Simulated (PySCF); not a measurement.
**Nonlinear optical response: `InChI=1S/C7H11BFN/c1-8(2)6-4-5-7(9)10(6)3/h4-5H,1-3H3`**

Molfile (atoms numbered from 1):
```
C7H11BFN
     RDKit          3D

 21 21  0  0  0  0  0  0  0  0999 V2000
   -2.3031    0.6814   -0.9463 C   0  0  0  0  0  0  0  0  0  0  0  0
   -1.4637   -0.4109   -0.1609 B   0  0  0  0  0  0  0  0  0  0  0  0
   -2.1736   -1.7414    0.3271 C   0  0  0  0  0  0  0  0  0  0  0  0
    0.0233   -0.1033    0.0842 C   0  0  0  0  0  0  0  0  0  0  0  0
    0.7064    1.0527   -0.3118 C   0  0  0  0  0  0  0  0  0  0  0  0
    2.0526    0.9807    0.0902 C   0  0  0  0  0  0  0  0  0  0  0  0
    2.1571   -0.2375    0.7310 C   0  0  0  0  0  0  0  0  0  0  0  0
    3.2148   -0.7917    1.2921 F   0  0  0  0  0  0  0  0  0  0  0  0
    0.9788   -0.8921    0.7411 N   0  0  0  0  0  0  0  0  0  0  0  0
    0.7973   -2.1909    1.3399 C   0  0  0  0  0  0  0  0  0  0  0  0
   -3.3566    0.4013   -1.0905 H   0  0  0  0  0  0  0  0  0  0  0  0
   -2.2817    1.6499   -0.4181 H   0  0  0  0  0  0  0  0  0  0  0  0
   -1.8667    0.8743   -1.9412 H   0  0  0  0  0  0  0  0  0  0  0  0
   -2.0939   -1.8677    1.4202 H   0  0  0  0  0  0  0  0  0  0  0  0
   -1.7003   -2.6367   -0.1110 H   0  0  0  0  0  0  0  0  0  0  0  0
   -3.2416   -1.7713    0.0668 H   0  0  0  0  0  0  0  0  0  0  0  0
    0.2474    1.8782   -0.8522 H   0  0  0  0  0  0  0  0  0  0  0  0
    2.8546    1.6991   -0.0549 H   0  0  0  0  0  0  0  0  0  0  0  0
    0.4602   -2.9242    0.5949 H   0  0  0  0  0  0  0  0  0  0  0  0
    1.7572   -2.5241    1.7518 H   0  0  0  0  0  0  0  0  0  0  0  0
    0.0604   -2.1506    2.1536 H   0  0  0  0  0  0  0  0  0  0  0  0
  1  2  1  0
  2  3  1  0
  2  4  1  0
  4  5  2  0
  5  6  1  0
  6  7  2  0
  7  8  1  0
  7  9  1  0
  9 10  1  0
  9  4  1  0
  1 11  1  0
  1 12  1  0
  1 13  1  0
  3 14  1  0
  3 15  1  0
  3 16  1  0
  5 17  1  0
  6 18  1  0
 10 19  1  0
 10 20  1  0
 10 21  1  0
M  END
```

Theory: quadratic response CAM-B3LYP/aug-cc-pVDZ first hyperpolarisability, Taylor convention, gas phase in PySCF. Geometry: PBE0-D3(BJ)/def2-SVP.

**Question.** Give β for the processes computed.

**Answer.** In au, Taylor convention; the vector part is βᵢ = ⅓ Σⱼ (βᵢⱼⱼ + βⱼᵢⱼ + βⱼⱼᵢ); β∥ is 3/5 of the vector part along the dipole, the dipole points from − to +:
| process | λ (nm) | β vector norm | β∥ | β HRS | depolarisation ratio |
| --- | --- | --- | --- | --- | --- |
| static β(0;0,0) | ∞ | 740.0 | 14.2 | 307.4 | 4.95 |
| second harmonic β(−2ω;ω,ω) | 1907 | 806.5 | 11.6 | 335.1 | 4.96 |
| Pockels β(−ω;ω,0) | 1907 | 761.0 | 13.4 | – | – |
| second harmonic β(−2ω;ω,ω) | 1064 | 998.5 | 2.6 | 415.1 | 5.01 |
| Pockels β(−ω;ω,0) | 1064 | 811.5 | 11.3 | – | – |

**Question.** Which lowest excitations, dipole and polarisabilities go with it?

**Answer.** S1 4.85 eV (f = 0.323); S2 5.40 eV (f = 0.000); S3 5.66 eV (f = 0.049); dipole 1.21 D; isotropic α 108.5 au static, 109.0 au at 1907 nm, 110.0 au at 1064 nm, 110.3 au at 953.5 nm, 115.0 au at 532 nm.
